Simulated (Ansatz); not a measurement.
System: 3-bromoselenophene, C₄H₃BrSe, net charge 0, singlet state. 
Coordinates optimised at B3LYP-D3(BJ)/def2-TZVP (Ansatz, a program for electronic structure):
```
C
C 1 1.3544
H 2 1.0761 1 127.80
C 1 1.4284 2 116.47 3 -180.00
C 4 1.3560 1 113.84 2 0.00
H 5 1.0774 4 127.36 1 180.00
H 4 1.0801 5 123.68 6 0.00
Se 2 1.8702 3 121.67 1 -180.00
Br 1 1.9019 2 122.41 3 0.00
```

Total electronic energies in hartree. Cores are frozen in the correlated levels unless marked. Spin-orbit coupling is left out. The frozen core is the preceding noble-gas configuration, with the filled d and f shells of earlier blocks. No relativistic terms. Basis-set limits of correlation are two-point, X^-3; Hartree-Fock from the larger set. [CCSD(T)-MP2]/basis is that difference in the basis named.

The Hartree-Fock reference is unstable (checked in the largest basis), which strains HF and MP2. 

| level | program | energy (Eh) |
|---|---|---|
| HF/6-31G* | Ansatz | -5124.82888 |
| HF/cc-pVTZ | Ansatz | -5125.58604 |
| HF/cc-pVQZ | Ansatz | -5125.60181 |
| RI-HF/cc-pVTZ | Ansatz | -5125.58583 |
| SVWN5/def2-TZVPD | Ansatz | -5121.62675 |
| PBE/def2-TZVPD | Ansatz | -5129.03552 |
| PBE-D3(BJ)/def2-TZVPD | Ansatz + dftd3 | -5129.04668 |
| BLYP-D4/def2-TZVPD | Ansatz + dftd4 | -5130.00018 |
| PBE0-D4/def2-TZVP | Ansatz + dftd4 | ___ |
| BHLYP-D4/def2-TZVPD | Ansatz + dftd4 | -5129.86458 |
| LC-wPBE/def2-TZVPD | Ansatz | -5129.16752 |
| B2PLYP-D3(BJ)/def2-TZVPD | Ansatz + dftd3 | -5129.01641 |
| MP2/cc-pVDZ | Ansatz | -5126.15077 |
| MP2/aug-cc-pVQZ | Ansatz | -5126.63184 |
| SCS-MP2/aug-cc-pVQZ | Ansatz | -5126.61747 |
| CCSD/6-31G | Ansatz | -5125.14947 |
| CCSD/6-31G* | Ansatz | -5125.60643 |
| CCSD/cc-pVQZ | Ansatz | -5126.63861 |
| CCSD(T)/aug-cc-pVDZ | Ansatz | -5126.27120 |
| CCSD(T)/cc-pVDZ | Ansatz | -5126.21898 |
| RI-MP2/CBS(aug-cc-pVTZ,aug-cc-pVQZ)+[CCSD(T)-MP2]/aug-cc-pVDZ | Ansatz | -5126.7490 |
| RI-MP2/CBS(aug-cc-pVTZ,aug-cc-pVQZ)+[CCSD(T)-MP2]/aug-cc-pVTZ | Ansatz | -5126.7583 |
| CCSD(T)/CBS(aug-cc-pVTZ,aug-cc-pVQZ) | Ansatz | -5126.7472 |

Problem. Complete the blanks.

Solution. 
- PBE0-D4/def2-TZVP, energy (Eh): -5129.21800
